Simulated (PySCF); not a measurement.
H2Zn, triplet, geometry from GFN2-xTB (such geometries of metal compounds can be far from the true shape) (a higher spin typed on purpose: for a closed-shell molecule this is an excited state).

PySCF was given this input:
```python
from pyscf import gto, scf, dft

mol = gto.Mole()
mol.atom = '''
    Zn    0.00700298    0.00572522    0.09593080
    H     0.06721488   -1.18648772   -1.38585186
    H    -0.27730424    1.01473107   -1.49207223
'''
mol.basis = 'def2-svpd'
mol.spin = 2
mol.verbose = 4
mol.build()

mf = dft.UKS(mol)
mf.xc = 'bhandhlyp'
mf.grids.atom_grid = (99, 590)
mf.grids.prune = None
mf.kernel()
```

Q: Predict the number of basis functions from BHANDHLYP/def2-SVPD in PySCF.

A: 50

Q: What is the computed Mulliken (on the basis functions themselves) charges in atom order (BHANDHLYP/def2-SVPD)?

A: Zn1 0.12, H2 -0.06, H3 -0.06

Q: Give the <S^2> at the level BHANDHLYP/def2-SVPD.

A: 2.025

Q: Predict the dipole moment from BHANDHLYP/def2-SVPD.

A: 0.53 D

These values belong to the state on which the SCF converged, which isn't shown to be the lowest.
